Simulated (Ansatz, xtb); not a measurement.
# Relative energy of two structures of BBrMgO2

Structure X is `O=B[O][Mg][Br]`, a singlet and structure Y is a singlet given by its coordinates. Both are isolated molecules in the gas phase, relaxed with PBE0-D3(BJ)/def2-SVP; the shapes shown needn't be the lowest conformers.

X (Å):

```xyz
5

B     0.0000    0.0000   -1.7232
Br    0.0000    0.0000    3.7093
Mg    0.0000    0.0000    1.3805
O     0.0000    0.0000   -2.9411
O     0.0000    0.0000   -0.4255
```

Y (Å):

```yaml
atoms:
  - { symbol: B, position_ang: [0.6454, 3.2495, 0.0154] }
  - { symbol: Br, position_ang: [-3.7846, 3.6560, -0.2959] }
  - { symbol: Mg, position_ang: [-1.4616, 3.4425, -0.1327] }
  - { symbol: O, position_ang: [0.4318, 3.9650, -1.0008] }
  - { symbol: O, position_ang: [0.1668, 2.5974, 0.9828] }
```

Close contacts (Å): B1–Mg3 2.12, B1–O4 1.26, B1–O5 1.26, Br2–Mg3 2.34, Mg3–O4 2.15, Mg3–O5 2.15.

Q: Estimate which is lower in electronic energy at CCSD(T)/def2-SVP + ΔMP2/def2-TZVPP, and by roughly how much.

A: The CCSD(T)/def2-SVP + ΔMP2/def2-TZVPP calculation puts structure X lower, by 11.5 kcal/mol.

The same difference at several levels:

```tsv
level	geometry	E(Y) − E(X) (kcal/mol)	departure from the last row (kcal/mol)	job, with rough time for the two
PBE0-D3(BJ)/def2-SVP	PBE0-D3(BJ)/def2-SVP	+11.0	−0.5	optimisation, 26 s
HF/def2-SVP	PBE0-D3(BJ)/def2-SVP	+18.0	+6.5	part of the CCSD(T) run
MP2/def2-SVP	PBE0-D3(BJ)/def2-SVP	+11.7	+0.3	part of the CCSD(T) run
CCSD(T)/def2-SVP	PBE0-D3(BJ)/def2-SVP	+11.7	+0.2	single point
CCSD(T)/def2-SVP + ΔMP2/def2-TZVPP	PBE0-D3(BJ)/def2-SVP	+11.5		single point, 20 s
```

The levels shown agree on the order. The largest departure from CCSD(T)/def2-SVP + ΔMP2/def2-TZVPP is that of HF/def2-SVP, 6.5 kcal/mol. Levels run at GFN2-xTB geometries aren't shown. The last row adds to CCSD(T) the change of the MP2 difference between the two basis sets, here −0.2 kcal/mol.

With harmonic frequencies from PBE0-D3(BJ)/def2-SVP (ideal gas, rigid rotor, one conformer each, 298.15 K, 1 atm): on the last row, ΔE + ΔZPE = +11.4 kcal/mol. A mode under 50 cm⁻¹ makes harmonic enthalpies and free energies unreliable, so none is given.

The correlated steps freeze 13 core orbitals; the filled d shell of Br is correlated; the last core shell of Mg is correlated, in a basis made for valence electrons. Programs: Ansatz 0.2.0; the last row on 1 thread of Intel(R) Xeon(R) 6975P-C (Granite Rapids) on a shared host.
